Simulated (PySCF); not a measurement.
# WF₃⁺, triplet: molecular constants

Method: PySCF, UPBE0, basis W def2-TZVP with ECP60, F def2-TZVP (scalar-relativistic core potentials, no spin–orbit coupling, density fitting).

The structure is a minimum.

```xyz
4
charge 1 multiplicity 3, angstrom
W     0.0307    0.0000    0.0000
F     1.8091    0.0000    0.0000
F    -1.0687    1.4226    0.0000
F    -1.0687   -1.4226    0.0000
```

```
Point group                                                                   : C2v
Bond lengths                                                                  : W–F 1.778 Å, W–F 1.798 Å (×2)
Bond angles                                                                   : F–W–F 104.6°, F–W–F 127.7° (×2)
Rotational constants                                                          : 0.2192, 0.1594, 0.0923 cm⁻¹
Enthalpy at 298.15 K above 0 K                                                : 16.22 kJ/mol
Spin squared ⟨S²⟩                                                             : 2.006
Zero-point energy                                                             : 16.1 kJ/mol
Rotational symmetry number                                                    : 2
Principal quadrupole moments (Buckingham, traceless) about the centre of mass : -1.80, -1.03, 2.82 D Å
Heat capacity Cp at 298.15 K                                                  : 66.0 J/(mol K)
Dipole moment about the centre of mass                                        : 0.94 D
Highest occupied level (α)                                                    : -14.43 eV
Lowest empty level (α)                                                        : -11.03 eV
Principal polarisabilities                                                    : 24.7, 30.6, 32.6 bohr³
Entropy at 298.15 K and 1 bar (electronic part: spin only)                    : 337.5 J/(mol K)
```

Harmonic modes (masses in u: W 183.951, F 18.998):
```tsv
symmetry	ω (cm⁻¹)	IR (km/mol)	type
b2	32	20.8	bend
b1	109	13.2	bend
a1	203	2.9	bend
b2	720	150	stretch
a1	803	10.6	stretch
a1	819	153	stretch
```

In C2v the vibrations span 2b2 + b1 + 3a1. Here b1 is antisymmetric to the molecular plane and b2 lies in it.

Charges (e):
```
atom  Mulliken  Löwdin  polar tensor  spin (Mulliken)  Mayer order to W1
  W1      1.67    1.25          2.64             2.00                  –
  F2     -0.22   -0.07         -0.54            -0.05               1.25
F3,4     -0.23   -0.09         -0.55             0.02               1.21
```

Mulliken populations on W1 (electrons outside its core potential): s 2.48, p 6.25, d 3.43, f 0.16.

Formally W is in oxidation state +4, d2, with 2 unpaired electrons (the high-spin count). The Mulliken spin on W is 2.00. The polar-tensor charge on W, 2.64, is below the formal one.

Other isomers or separated fragments may lie lower. Other spin states or occupations of the open shell can lie lower. No spin–orbit coupling is included, which matters more the heavier the element.

The final relaxation and frequency run took 68 s on 4 threads of a shared Arm Neoverse V1 host, with 133 basis functions and 15 gradients; the process peaked at 1.6 GiB. Launch command: `OMP_NUM_THREADS=4 python axn.py task.json out`.
